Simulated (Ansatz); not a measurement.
Consider the formal exchange of groups at the Si–N bond: `C=CN([SiH3])[SiH2]Cl` + `[CH3][AlH][TeH]` → `[SiH3][CH2][AlH][TeH]` + `C=CN[SiH2]Cl`.

Program: Ansatz. Geometries: PBE0-D4/def2-TZVP. ΔE: electronic, gas phase. CBS: MP2 limit from def2 TZ/QZ plus the TZ coupled-cluster correction, frozen cores. DFT in def2-TZVPP. B3LYP here is the variant with VWN-RPA as its local correlation; programs differ in this. def2 core potentials past Kr. For Te outer-core shells are correlated without core-valence functions, which leaves a few kJ/mol of doubt a bond. Each species was taken in one conformer, which may not be the lowest.

```tsv
level	ΔE (kJ/mol)
B3LYP-D4	25.6
SCS-MP2/def2-QZVPP	28.9
```

(1) What does CCSD(T)/CBS give? (Estimate.)

Largest T1 diagnostic among the species: 0.011.

Answers

(1) The calculation gave: +26.4 kJ/mol. The listed levels differ from it by -0.8, 2.5 kJ/mol.

The D4 term adds +7.8 kJ/mol with B3LYP and +3.9 kJ/mol with PBE0; it sums over pairs of atoms, weighted by their polarisabilities, and B3LYP, whose exchange is more repulsive, gets the larger term. In def2-TZVPP, CCSD(T) changes the Hartree–Fock value by +4.9 kJ/mol (the triples alone add +0.9 kJ/mol) and MP2 by +7.8 kJ/mol.
